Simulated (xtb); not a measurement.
CH3Cl3Sn, singlet, at a GFN2-xTB geometry (such geometries of metal compounds can be far from the true shape); GFN2-xTB run with xtb 6.7.1.

The xtb input:
```
$ xtb mol.xyz --gfn 2 --opt --json

# file mol.xyz
8

C     -2.41212915    -0.34622344     0.10505406
Sn    -0.21833744    -0.03133893     0.00950912
Cl     0.79533054    -1.34150917    -1.62327159
Cl     0.34073294     2.17314023    -0.47809076
Cl     0.83990515    -0.54801165     2.01530413
H     -2.58135026    -1.34002271     0.49965153
H     -2.82167332     0.41302867     0.75911044
H     -2.79879609    -0.25024899    -0.90155287
```

### Question
What does xtb print? Leave out banner, timings and long lists.

### Answer

```
   ID    Z sym.   atoms
    1    6 C      1
    2   50 Sn     2
    3   17 Cl     3-5
    4    1 H      6-8

           -------------------------------------------------
          |                Calculation Setup                |
           -------------------------------------------------

           -------------------------------------------------
          |                 G F N 2 - x T B                 |
           -------------------------------------------------

          ...................................................
          :                      SETUP                      :
          :.................................................:
          :  # basis functions                  47          :
          :  # atomic orbitals                  43          :
          :  # shells                           17          :
          :  # electrons                        32          :
          :  max. iterations                   250          :
          :  Hamiltonian                  GFN2-xTB          :
          :  restarted?                      false          :
          :  GBSA solvation                  false          :
          :  PC potential                    false          :
          :  electronic temp.          300.0000000     K    :
          :  accuracy                    1.0000000          :
          :  -> integral cutoff          0.2500000E+02      :
          :  -> integral neglect         0.1000000E-07      :
          :  -> SCF convergence          0.1000000E-05 Eh   :
          :  -> wf. convergence          0.1000000E-03 e    :
          :  Broyden damping             0.4000000          :
          :  net charge                          0          :
          :  unpaired electrons                  0          :
          ...................................................

 iter      E             dE          RMSdq      gap      omega  full diag
   1    -18.5973524 -0.185974E+02  0.890E+00    3.34       0.0  T
   2    -17.7859859  0.811367E+00  0.142E+01    4.47       1.0  T
   3    -19.4989895 -0.171300E+01  0.574E+00    3.18       1.0  T
   4    -19.5161393 -0.171498E-01  0.489E+00    3.12       1.0  T
   5    -19.5682575 -0.521182E-01  0.142E+00    3.12       1.0  T
   6    -19.5899573 -0.216998E-01  0.795E-01    3.02       1.0  T
   7    -19.5901185 -0.161246E-03  0.287E-01    3.01       1.0  T
   8    -19.5903789 -0.260378E-03  0.689E-02    3.05       1.0  T
[...]
         :: total energy             -19.529783463452 Eh    ::
 * total energy  :   -19.5297835 Eh     change        0.1389040E-09 Eh
 * total energy  :   -19.5297835 Eh     change        0.4760398E-08 Eh
 * total energy  :   -19.5297835 Eh     change       -0.9426795E-08 Eh
   *** GEOMETRY OPTIMIZATION CONVERGED AFTER 3 ITERATIONS ***
         :: total energy             -19.529783468249 Eh    ::
[...]
     6   1 H        0.926     0.085     1.932     2.173
     7   1 H        0.926     0.085     1.932     2.173
     8   1 H        0.926     0.085     1.932     2.173

 Mol. C6AA /au·bohr⁶  :       3334.732497
 Mol. C8AA /au·bohr⁸  :     194878.479322
 Mol. α(0) /au        :         94.806093

Wiberg/Mayer (AO) data.
largest (>0.10) Wiberg bond orders for each atom

 ---------------------------------------------------------------------------
     #   Z sym  total        # sym  WBO       # sym  WBO       # sym  WBO
 ---------------------------------------------------------------------------
     1   6 C    3.981 --     7 H    0.970     8 H    0.970     6 H    0.970
                             2 Sn   0.513     5 Cl   0.186     3 Cl   0.186
                             4 Cl   0.186
     2  50 Sn   3.137 --     4 Cl   0.856     5 Cl   0.856     3 Cl   0.856
                             1 C    0.513
     3  17 Cl   1.274 --     2 Sn   0.856     1 C    0.186     4 Cl   0.113
                             5 Cl   0.113
     4  17 Cl   1.274 --     2 Sn   0.856     1 C    0.186     3 Cl   0.113
                             5 Cl   0.113
     5  17 Cl   1.274 --     2 Sn   0.856     1 C    0.186     3 Cl   0.113
                             4 Cl   0.113
     6   1 H    0.993 --     1 C    0.970
     7   1 H    0.993 --     1 C    0.970
     8   1 H    0.993 --     1 C    0.970
 ---------------------------------------------------------------------------

Topologies differ in total number of bonds
Writing topology from bond orders to xtbtopo.mol

molecular dipole:
                 x           y           z       tot (Debye)
 q only:       -1.529      -0.219       0.067
   full:       -1.582      -0.227       0.069       4.067
molecular quadrupole (traceless):
                xx          xy          yy          xz          yz          zz
 q only:        6.950       1.513      -3.376      -0.459      -0.066      -3.573
  q+dip:        7.935       1.728      -3.855      -0.524      -0.075      -4.080
   full:        8.652       1.884      -4.203      -0.572      -0.082      -4.449

optimized geometry written to: xtbopt.xyz

           -------------------------------------------------
          | TOTAL ENERGY              -19.529783468249 Eh   |
          | GRADIENT NORM               0.000011771572 Eh/α |
          | HOMO-LUMO GAP               3.045802247350 eV   |
           -------------------------------------------------
```
